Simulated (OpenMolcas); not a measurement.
**Tc5+: moving or changing the point charges**

Tc5+ among 3 point charges of -2 e arranged as a planar triangle (D3h), 1.93 Å from the ion.
```
   1.9300    0.0000    0.0000  -2.00
  -0.9650    1.6714    0.0000  -2.00
  -0.9650   -1.6714    0.0000  -2.00
```

- Program: OpenMolcas
- Method: CASSCF
- Basis: ANO-RCC-VDZP [6s5p3d1f]
- Scalar Hamiltonian: DKH2, point nucleus
- Active space: 2 electrons in 5 orbitals (4d)
- State averaging: 2S+1 = 3 even, 10 roots; 2S+1 = 1 even, 15 roots
- Spin-orbit coupling: RASSI with atomic mean-field integrals over the reference wave functions

Runs around this geometry, states (labels of D3, the rotations of D3h). Energies in cm-1 above the lowest state or level, χT in cm3 K/mol.

```json
{"R (Å)": "1.93", "q (e)": "-1", "Ground state": "3A2", "First state of that spin": "3E 1262", "First gap with spin-orbit (degeneracies)": "672.8 (1, 2)", "χT at 300 K": "0.112", "First state of another spin": "1E 12953"}
{"R (Å)": "1.8", "q (e)": "-2", "Ground state": "3A2", "First state of that spin": "3E 1165", "First gap with spin-orbit (degeneracies)": "753.3 (1, 2)", "χT at 300 K": "0.068", "First state of another spin": "1A1 11515"}
{"R (Å)": "1.93", "q (e)": "-2", "Ground state": "3A2", "First state of that spin": "3E 1188", "First gap with spin-orbit (degeneracies)": "748.3 (1, 2)", "χT at 300 K": "0.074", "First state of another spin": "1A1 12237"}
{"R (Å)": "2.08", "q (e)": "-2", "Ground state": "3A2", "First state of that spin": "3E 1123", "First gap with spin-orbit (degeneracies)": "742.4 (1, 2)", "χT at 300 K": "0.082", "First state of another spin": "1A1 12870"}
```

Scaling the charges by -1 / -2 = 0.50 scales the first state of the same spin by 1262 / 1188 = 1.06; with fixed orbitals a first-order splitting would follow the charge.

Without dynamic correlation the repulsion within the d shell is too large (B by tens of per cent), so at a given field states of lower spin stand too high. Spin-orbit coupling mixes the spin-free states strongly: the lowest level takes only 57 % from its leading state, 3A2 (figures for R = 1.93, q = -1; the like holds for R = 1.8, q = -2, R = 1.93, q = -2, R = 2.08, q = -2). Point charges carry no covalency, so the field is a model and not that of real ligands. An unlabelled pair can be two single states that coincide in this model. No measured value stands beside these numbers.
